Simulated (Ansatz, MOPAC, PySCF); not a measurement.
Complex: H2S (SMILES S) (first 3 atoms) with HI (SMILES I); geometry from B3LYP-D3(BJ)/def2-TZVP, rigid monomers moved along the line of their centres of mass till S1···H5 is 2.85 Å.
(charge 0, multiplicity 1):
```xyz
5

S     -0.0946     0.0723     0.1021
H      0.0562     1.4018     0.2197
H     -1.3905     0.1264     0.4512
I      0.8665    -0.2301     4.4673
H      0.5888    -0.2059     2.8578
```

Monomers are frozen at their geometry in the pair; levels with a basis set take the counterpoise correction. Rows marked so take none.

Frozen-core correlation. Filled d and f shells under p-block atoms count as core. Rows in 3-21G carry no dispersion term and start afresh at each structure; the Pople sets are all-electron and without relativity. The state reached by PM3 isn't checked.

Run with Ansatz (Gaussian basis) for Hartree–Fock, density functionals and correlated methods; MOPAC for PM3 (differences of heats of formation); PySCF for 3-21G rows, the dispersion terms. Values without a source in brackets are computed. In def2 rows elements past Kr take small-core potentials, without spin–orbit coupling.

| level | interaction energy (kJ/mol) |
|---|---|
| PM3 | -11.6 |
| PBE-D3(BJ)/def2-TZVPPD | ? |
| r2SCAN-D4/def2-TZVPPD | -10.2 |
| B3LYP/3-21G (no counterpoise) | -10.1 |
| PBE0/def2-TZVPPD | -8.5 |
| PBE0-D4/def2-TZVPPD | -11.3 |
| wB97M-V/def2-TZVPPD | -8.7 |
| MP2/def2-SVPD | -8.6 |
| CCSD/def2-TZVPPD | ? |

Problem. Some entries are withheld; supply them.

Solution. 
- PBE-D3(BJ)/def2-TZVPPD, interaction energy (kJ/mol): -12.7
- CCSD/def2-TZVPPD, interaction energy (kJ/mol): -6.3

Ansatz is a quantum-chemistry and plane-wave program.
